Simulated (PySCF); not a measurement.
Species: C4H7FSi.
SMILES with atom numbers: `[F:1][C:2]1=[CH:3][CH2:4][SiH2:5][CH2:6]1` (hydrogens: H7 on C3; H8, H9 on C4; H10, H11 on Si5; H12, H13 on C6)

Geometry (PBE0-D3(BJ)/def2-SVP, Å), atoms numbered from 1 in this order:
```xyz
13
C4H7FSi angstrom
F     -2.0253   -1.0299    1.9694
C     -1.1293   -0.5550    1.1015
C     -0.4954   -1.3517    0.2324
C      0.5002   -0.7261   -0.7050
Si     0.4206    1.1170   -0.2281
C     -0.8683    0.9149    1.1577
H     -0.7067   -2.4250    0.2174
H      1.5103   -1.1508   -0.5733
H      0.2327   -0.8947   -1.7624
H      1.7186    1.6620    0.2717
H     -0.0650    1.9929   -1.3365
H     -1.7952    1.4880    0.9877
H     -0.4930    1.2078    2.1529
```

Computed with PySCF at CAM-B3LYP/def2-SVPD, non-relativistic, on one gas-phase PBE0-D3(BJ)/def2-SVP geometry that isn't relaxed in the solvent. The solvent is an IEF-PCM continuum (van der Waals radii × 1.2). Only the electrostatic response of the medium enters.

Gas phase at CAM-B3LYP/def2-SVPD: HOMO -8.34 eV, LUMO 1.12 eV, dipole 1.47 D.

Q: What does the continuum do to the energy, the frontier levels and the dipole at CAM-B3LYP/def2-SVPD in benzene and water?

A: 
```csv
solvent,ε,E(solvent) − E(gas) (kJ/mol),polarisation term (kJ/mol),distortion of the solute (kJ/mol),HOMO (eV),LUMO (eV),dipole (D)
benzene,2.271,-4.36,-4.63,0.27,-8.28,1.21,1.64
water,78.36,-9.43,-10.72,1.29,-8.26,1.28,1.86
```

Polarisation term: ½ Σ q·V over the induced surface charges. Distortion: the rise of the solute's own energy as its density leaves the gas-phase optimum. From benzene to water the lowering changes by a factor 2.16, Onsager's factor (ε − 1)/(2ε + 1) by 2.14 and ε itself by 34.5.

Q: Which radius a makes the point-dipole formula ΔE = −[(ε − 1)/(2ε + 1)]·μ²/a³ give the value in water, with the gas-phase dipole?

A: μ = 0.577 au and |ΔE| = 0.00359 Eh give a = 1.89 Å; the farthest nucleus lies 2.68 Å from the centroid of the nuclei, so such a sphere wouldn't even hold the nuclei. The formula assumes a rigid point dipole at the centre of a sphere.

Q: Give the dipole vector in the frame of the coordinates (D, pointing from negative to positive charge), gas and water.

A: Gas (0.99, 0.55, -0.93), solvent (1.26, 0.67, -1.19). Its length changes by +26 % and its direction by less than 1°.

Q: How does the static polarisability (CAM-B3LYP/def2-SVPD, frozen core, with the continuum's full static response) change?

A: 
```tsv
medium	isotropic (au)	principal values (au)	⟨r²⟩ of the electrons (bohr²)
gas	71.2	57.3, 76.5, 79.8	718.3
benzene	81.5	65.4, 86.7, 92.3	718.4
water	97.4	80.6, 100.6, 111.1	718.4
```

The isotropic value in water is 1.37 times the gas-phase one; no cavity-field correction is applied. ⟨r²⟩ is taken about the centre of nuclear charge.

Cost: about 30 s of CPU time on one thread; the machine was shared, so the figure is rough. This is the whole response run at CAM-B3LYP/def2-SVPD in water, SCF included.
